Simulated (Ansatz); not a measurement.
`CC(F)C(F)(F)F` + H₂ → `CCC(F)(F)F` + H–F at 500 K and 1 bar (hydrogenolysis of a C–F bond).

Gas-phase electronic energies from Ansatz, PBE0-D4/def2-TZVP geometries. CCSD(T)/CBS is the MP2 limit (def2-TZVPP, def2-QZVPP) plus CCSD(T) − MP2 in def2-TZVPP, frozen cores. This one scheme is used for every species.

```
        species  CCSD(T)/CBS energy (Eh)  H − E (kJ/mol)  S (J/(mol·K))
`CC(F)C(F)(F)F`               -515.74039           239.6          409.4
             H₂                 -1.17544            41.0          145.5
   `CCC(F)(F)F`               -416.56297           256.0          386.3
            H–F               -100.39570            39.4          188.7
```

H − E and S are ideal-gas, rigid-rotor, harmonic terms from PBE0-D4/def2-TZVP, for one conformer and one mirror image of each species. For small species the MP2-based limit differs from directly extrapolated CCSD(T) by up to some mEh (0.8 for H₂); such offsets cancel only in part. 1 Eh = 2625.50 kJ/mol, R = 8.31446 J/(mol·K).

Question: By hand: ΔE, ΔH, ΔS and ΔG.

Answer: ΔE = (-416.56297) + (-100.39570) − (-515.74039) − (-1.17544) = -0.04284 Eh = -112.5 kJ/mol. Δ(H − E) = 256.0 + 39.4 − 239.6 − 41.0 = 14.8, so ΔH = -97.7 kJ/mol. ΔS = 386.3 + 188.7 − 409.4 − 145.5 = 20.1 J/(mol·K). ΔG = -97.7 − 500 × (20.1)/1000 = -107.8 kJ/mol.

Question: By hand: the equilibrium constant, and the temperature at which ΔG would vanish if ΔH and ΔS stayed fixed.

Answer: log₁₀ K = −ΔG/(RT ln 10) = 11.3. ΔH and −TΔS have one sign here, so there is no such temperature.

ΔH outweighs TΔS. A doubt of 5 kJ/mol in ΔE shifts log₁₀ K by 0.5 here. Other conformers and mirror images would add mixing entropy, several J/(mol·K) or more a flexible species. These are equilibria of isolated gas molecules and say nothing of rates. Largest T1 diagnostic: 0.011 (customary marks: 0.02 for closed shells, 0.045 for open ones).
